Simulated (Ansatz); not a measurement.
Compare A (`OC(F)(F)[SiH3]`) with its isomer B (`FCO[SiH2]F`).

Computed with Ansatz on PBE0-D4/def2-TZVP structures; ΔE is electronic, products minus reactants. CCSD(T)/CBS is the MP2 limit (def2-TZVPP, def2-QZVPP) plus CCSD(T) − MP2 in def2-TZVPP, frozen cores. Functionals use def2-TZVPP. B3LYP here is the variant with VWN-RPA as its local correlation; programs differ in this. Each species was taken in one conformer, which may not be the lowest.

(1) Which isomer does CCSD(T)/CBS put lower? Give the gap. (An estimate is asked.)

(2) Give E(B) − E(A) in kcal/mol with CCSD/def2-TZVPP, HF/def2-TZVPP, PBE0-D4, B3LYP-D4, ωB97M-V, MP2/def2-TZVPP, CCSD(T)/def2-TZVPP. (An estimate is asked.)

Largest T1 diagnostic: 0.013.

## Answers

(1) Computed: B, by 68.9 kcal/mol.

(2) Ansatz gave: CCSD/def2-TZVPP -69.0, HF/def2-TZVPP -72.9, PBE0-D4 -63.1, B3LYP-D4 -66.7, ωB97M-V -65.4, MP2/def2-TZVPP -70.9, CCSD(T)/def2-TZVPP -67.8. None reverses the order clearly.

In def2-TZVPP, CCSD(T) changes the Hartree–Fock value by +5.1 kcal/mol (the triples alone add +1.2 kcal/mol) and MP2 by +2.0 kcal/mol. From PBE to PBE0 (25 % exact exchange), in def2-TZVPP and without D4, E(B) − E(A) moves by −3.0 kcal/mol.
